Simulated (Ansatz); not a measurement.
The inner images of a band of AlF$_{2}$H$_{3}$O (7 atoms, charge 0, multiplicity 1) are given out of order.

Level of theory: RKS PBE-D4/def2-SVP in Ansatz 0.2.0.

Image 0:

```xyz
7
Properties=species:S:1:pos:R:3
Al 0.087 0.020 0.150
H -0.016 0.768 1.548
F 1.454 0.236 -0.803
F -1.346 -0.332 -0.701
O 0.148 -1.916 0.676
H -0.676 -2.210 0.224
H 0.020 -2.091 1.630
```

Image 6:

```xyz
7
Properties=species:S:1:pos:R:3
Al 0.031 -0.580 -0.224
H 0.067 0.237 1.848
F 1.413 0.310 -0.498
F -1.438 0.124 -0.594
O 0.165 -2.242 0.143
H -0.599 -2.839 0.111
H 0.031 -0.535 1.938
```

Question: Put them in order from the first end to the last, with their energies above the first end.
A.
```xyz
7
Properties=species:S:1:pos:R:3
Al 0.055 -0.409 -0.162
H 0.005 -0.062 1.785
F 1.440 0.382 -0.647
F -1.422 0.133 -0.721
O 0.175 -2.057 0.412
H -0.607 -2.632 0.410
H 0.025 -0.880 1.646
```
B.
```xyz
7
Properties=species:S:1:pos:R:3
Al 0.052 -0.068 0.030
H -0.003 0.195 1.635
F 1.466 0.327 -0.777
F -1.404 0.019 -0.806
O 0.153 -1.950 0.636
H -0.609 -2.547 0.480
H 0.016 -1.500 1.525
```
C.
```xyz
7
Properties=species:S:1:pos:R:3
Al 0.056 -0.249 -0.063
H 0.006 -0.058 1.689
F 1.461 0.364 -0.721
F -1.422 0.086 -0.770
O 0.154 -1.971 0.586
H -0.598 -2.587 0.488
H 0.015 -1.109 1.514
```
D.
```xyz
7
Properties=species:S:1:pos:R:3
Al 0.049 -0.517 -0.240
H 0.007 0.067 1.869
F 1.424 0.363 -0.574
F -1.423 0.152 -0.659
O 0.188 -2.165 0.219
H -0.609 -2.712 0.306
H 0.036 -0.713 1.802
```
E.
```xyz
7
Properties=species:S:1:pos:R:3
Al 0.058 -0.001 0.089
H -0.005 0.512 1.600
F 1.457 0.266 -0.803
F -1.381 -0.114 -0.790
O 0.140 -1.919 0.657
H -0.624 -2.446 0.344
H 0.027 -1.822 1.627
```

Answer: E (+0.06 eV), B (+0.26 eV), C (+0.69 eV), A (+0.34 eV), D (+0.10 eV).

Run time: 97 s on 1 thread of Arm Neoverse V2, with other jobs on the host, peak memory 0.13 GiB.
